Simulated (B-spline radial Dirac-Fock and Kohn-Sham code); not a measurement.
X-ray scattering factor of Er⁴⁴⁺

System: erbium as Er⁴⁴⁺ in the configuration 1s2 2s2 2p6 3s2 3p6 3d6.

Calculated with an atomic code on a B-spline grid, using relativistic Hartree-Fock (Dirac-Fock) wave functions, averaged over the configuration. f₀ is the Fourier transform of the spherical electron density, S the Waller-Hartree incoherent function, and s = sin θ/λ.

```
s (Å⁻¹)      f₀       S
      0  24.000   0.000
    0.1  23.946   0.049
   0.12  23.922   0.070
   0.14  23.894   0.095
   0.17  23.844   0.140
   0.21  23.763   0.213
   0.25  23.665   0.301
   0.31  23.488   0.459
   0.37  23.275   0.649
   0.45  22.939   0.947
   0.54  22.493   1.340
   0.65  21.860   1.892
   0.78  21.005   2.629
   0.94  19.826   3.629
   1.14  18.224   4.960
   1.37  16.313   6.513
   1.66  13.972   8.384
      2  11.538  10.339
   2.41   9.227  12.302
   2.91   7.322  14.183
   3.51   5.989  15.905
   4.24   5.051  17.504
   5.11   4.214  18.957
```

f₀ starts at the number of electrons, 24, and has fallen to half at s ≈ 1.94 Å⁻¹. The sum of ⟨r²⟩ over the electrons is 0.7339 bohr².
